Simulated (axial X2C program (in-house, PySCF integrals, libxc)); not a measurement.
# Ionising the radicals of a process plasma

Computed with an in-house relativistic program for diatomic molecules, spin-free (one-electron X2C) or two-component (2c: spin–orbit coupling with atomic mean-field Coulomb and Gaunt terms, which also bring small scalar terms), in Dyall basis sets with cores contracted in-house; open shells are unrestricted.

Level PBE0, 2c. Basis sets: Br dyall-cv3z, Cl dyall-av3z, F dyall-av3z, H dyall-v3z, N dyall-av3z, Ni dyall-cv3z, O dyall-av3z, P dyall-v3z, Sb dyall-cv3z, Si dyall-v3z, Sn dyall-cv3z, Ti dyall-cv3z.

| species | state | ion state | adiabatic IE with zero-point terms (eV) | D0 (eV) | D0 of the ion (eV) |
| --- | --- | --- | --- | --- | --- |
| TiBr | Ω = 3/2 (⟨Sz⟩ = -1.50, ⟨Lz⟩ = 3.00 at PBE0) | Ω = 1 (⟨Sz⟩ = -1.00, ⟨Lz⟩ = 2.00 at PBE0) | 6.87 | n/a | n/a |
| TiO | Ω = 1 (⟨Sz⟩ = -1.00, ⟨Lz⟩ = 2.00 at PBE0) | Ω = 3/2 (⟨Sz⟩ = -0.50, ⟨Lz⟩ = 2.00 at PBE0) | 6.97 | n/a | n/a |
| SnBr | Ω = 1/2 (⟨Sz⟩ = -0.50, ⟨Lz⟩ = 1.00 at PBE0) | Ω = 0 (closed shell) | 7.07 | n/a | n/a |
| NiSi | Ω = 3 (⟨Sz⟩ = 0.00, ⟨Lz⟩ = 3.00 at PBE0) | Ω = 5/2 (⟨Sz⟩ = 0.50, ⟨Lz⟩ = 2.00 at PBE0) | 7.14 | n/a | n/a |
| SbBr | Ω = 1 (⟨Sz⟩ = 0.99, ⟨Lz⟩ = 0.01 at PBE0) | Ω = 1/2 (⟨Sz⟩ = -0.49, ⟨Lz⟩ = 0.99 at PBE0) | 8.22 | 2.65 | n/a |
| NO | Ω = 1/2 (⟨Sz⟩ = -0.50, ⟨Lz⟩ = 1.00 at PBE0) | Ω = 0 (closed shell) | 9.52 | 6.46 | 10.77 |
| PN | Ω = 0 (closed shell) | Ω = 1/2 (⟨Sz⟩ = 0.50, ⟨Lz⟩ = 0.00 at PBE0) | 11.78 | 5.78 | 4.52 |
| HCl | Ω = 0 (closed shell) | Ω = 3/2 (⟨Sz⟩ = 0.50, ⟨Lz⟩ = 1.00 at PBE0) | 12.69 | 4.32 | 4.57 |
| F₂ | Ω = 0 (closed shell) | Ω = 3/2 (⟨Sz⟩ = 0.50, ⟨Lz⟩ = 1.00 at PBE0) | 15.49 | 1.46 | 3.40 |

Problem. Which of these can a metastable argon atom (³P2, 11.55 eV, NIST) ionise on energy grounds?

Solution. At PBE0, 2c, IE lies below 11.55 eV for TiBr, TiO, SnBr, NiSi, SbBr, NO. Within the error of the method (some tenths of an eV) the answer is open for PN.

Problem. Which of these can a metastable xenon atom (³P2, 8.32 eV, NIST) ionise on energy grounds?

Solution. At PBE0, 2c, IE lies below 8.32 eV for TiBr, TiO, SnBr, NiSi, SbBr. Within the error of the method (some tenths of an eV) the answer is open for SbBr.

Problem. Give the threshold for dissociative ionisation to the lowest fragments, IE + D0(ion).

Solution. At PBE0, 2c: NO → O+ + N: 20.29 eV; PN → P+ + N: 16.30 eV; HCl → Cl+ + H: 17.26 eV; F₂ → F+ + F: 18.89 eV.

Each entry is the lowest single determinant of a limited PBE0 search at one distance. De goes to single-determinant-based atoms at the same level (for ions the charge split of lowest energy) and is withheld (n/a) where an atom does not fit its ground term or J level. Main or longest-lived isotopes. One determinant is a doubtful description, or other states lie close, for TiBr, TiBr⁺, TiO, TiO⁺, NiSi, NiSi⁺, SbBr, PN⁺; these need not be ground states, and all values refer to the states named. Some open-shell Ω = 0 determinants are out of reach, so the Ω given for SbBr need not be the lowest component. With several unpaired electrons the Ω given is that of one determinant, not necessarily of the lowest component. Some light 2c atoms are not at their ground J level, so De misses part of their lowering (0.04 eV or less). The functionals have no current term, which raises determinants with orbital currents. These values were not checked against measured ones; errors of some tenths of an eV are usual, and D0 of doubtful transition-metal species is not given.
